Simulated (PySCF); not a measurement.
## `CSCC(C)(C)C(C)C`: 4 charge schemes on one density

C8H18S.
Geometry (GFN2-xTB, Å), atoms numbered from 1 in this order:
```xyz
27
C8H18S angstrom
C      3.6659   -0.3572    0.6361
S      1.9544   -0.1179    1.1854
C      1.1886    0.0991   -0.4621
C     -0.2839    0.5201   -0.3915
C     -0.3371    1.9466    0.1675
C     -0.8219    0.5314   -1.8268
C     -1.0787   -0.4391    0.5323
C     -0.8651   -1.9188    0.2078
C     -2.5805   -0.1534    0.5405
H      4.2561   -0.5584    1.5238
H      3.7164   -1.2036   -0.0439
H      4.0240    0.5458    0.1483
H      1.7681    0.8702   -0.9735
H      1.3039   -0.8412   -1.0023
H      0.2736    2.6109   -0.4410
H      0.0434    1.9668    1.1859
H     -1.3513    2.3342    0.1663
H     -1.8272    0.9412   -1.8555
H     -0.1872    1.1528   -2.4560
H     -0.8402   -0.4695   -2.2502
H     -0.6967   -0.2701    1.5462
H     -1.1448   -2.1455   -0.8185
H      0.1667   -2.2153    0.3692
H     -1.4853   -2.5240    0.8655
H     -3.0623   -0.7727    1.2938
H     -3.0261   -0.3900   -0.4224
H     -2.7925    0.8840    0.7803
```

Density: PBE0/pcSseg-1 (PySCF); schemes: Mulliken, IAO, Hirshfeld and ESP-fitted. Geometry: GFN2-xTB, one conformer, isolated molecule.

Q: Tabulate the Mulliken, IAO, Hirshfeld and ESP-fitted charges.

A: In e; atoms taken as equivalent share a row and are averaged (×n: the atom named and its like, n in all):

```tsv
atom	environment	Mulliken	IAO	Hirshfeld	ESP-fitted
C1	S-methyl carbon	-0.366	-0.503	-0.122	-0.490
S2	sulfide sulfur	-0.064	+0.056	+0.013	-0.126
C3	sp3 carbon bound to sulfur	-0.220	-0.328	-0.070	-0.530
C4	quaternary sp3 carbon	-0.586	+0.050	+0.025	+0.308
C5/C6	methyl carbon	-0.127	-0.416	-0.122	-0.486
C7	sp3 CH carbon	-0.305	-0.097	-0.020	+0.534
C8/C9	methyl carbon	-0.191	-0.417	-0.121	-0.643
H10/H11/H12	methyl hydrogen	+0.144	+0.155	+0.045	+0.180
H13/H14	methylene hydrogen	+0.143	+0.134	+0.035	+0.219
H15 (×6)	methyl hydrogen	+0.111	+0.136	+0.036	+0.121
H21	methine hydrogen	+0.129	+0.127	+0.025	-0.034
H22 (×6)	methyl hydrogen	+0.111	+0.135	+0.035	+0.148
```

Mean size of the charges over all atoms: ESP-fitted 0.255 e, IAO 0.192 e, Mulliken 0.161 e, Hirshfeld 0.052 e. Each set sums to the total charge, 0, to within 0.001 e. The IAO scheme counts the electrons in orthogonalised intrinsic atomic orbitals, a minimal basis polarised so that it spans the occupied orbitals exactly. The Mulliken scheme gives each basis function's population to the atom it is centred on and halves the overlap population of two atoms between them.

Some averages cover members that differ in this geometry: C8/C9, ESP-fitted -0.773 to -0.512; C5/C6, ESP-fitted -0.581 to -0.391; H15 (×6), ESP-fitted +0.072 to +0.158; H22 (×6), ESP-fitted +0.106 to +0.191 e.

Lowest charge. The schemes don't all agree: Mulliken C4 (-0.586); IAO C1 (-0.503); Hirshfeld C1 and C5/C6 (-0.122); ESP-fitted C8/C9 (-0.643).

Highest charge. The schemes don't all agree: Mulliken H10/H11/H12 (+0.144); IAO H10/H11/H12 (+0.155); Hirshfeld H10/H11/H12 (+0.045); ESP-fitted C7 (+0.534).

Q: How closely do the schemes follow one another over all atoms?

A: Correlation coefficient and root-mean-square difference: IAO with Hirshfeld 0.99, 0.167 e; Hirshfeld with ESP-fitted 0.87, 0.263 e; IAO with ESP-fitted 0.86, 0.168 e; Mulliken with IAO 0.69, 0.169 e; Mulliken with Hirshfeld 0.64, 0.159 e; Mulliken with ESP-fitted 0.39, 0.298 e.

Q: How many electrons does the Hirshfeld scheme count on C9?

A: Its own charge is -0.119 e, so Z − q = 6.119.

Q: Sum the charges by element, for elements with more than one atom.

A: 
| element | atoms | Mulliken | IAO | Hirshfeld | ESP-fitted |
| --- | --- | --- | --- | --- | --- |
| C | 8 | -2.112 | -2.543 | -0.673 | -2.435 |
| H | 18 | +2.176 | +2.487 | +0.661 | +2.561 |
